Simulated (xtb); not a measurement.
C$_{2}$HO (SMILES [CH-]=C=O), charge -1, singlet, geometry from GFN2-xTB, atoms displaced at random by about 0.05 Å a coordinate. Base run: GFN1-xTB run with xtb 6.7.1.

xtb was given this input:
```
$ xtb mol.xyz --gfn 1 --chrg -1 --opt --json

# file mol.xyz
4

C     -0.03562621    -0.13962238    -1.20408534
C      0.01110861    -0.11624408     0.02599351
H      0.02838795    -0.67351810    -2.09711287
O      0.02779589     0.23348084     1.23686645
```

The base run was repeated with changes; each row names its change, and settings that it needs were set with it.

```
change               ΔE vs base (kJ/mol)  optimiser steps
-------------------  -------------------  ---------------
base                                0.00               14
opt level = loose                   0.01               12
opt level = vtight                  0.00               16
opt level = sloppy                  0.93                7
opt level = lax                     0.00               13
alpb = dmf                           ___               15
alpb = water                         ___               15
opt level = extreme                 0.00               17
opt level = tight                   0.00               14
engine = lbfgs                      0.00                -
```

Task: Fill in the missing entries.

Result: 
- alpb = dmf, ΔE vs base (kJ/mol): -229.0
- alpb = water, ΔE vs base (kJ/mol): -232.0
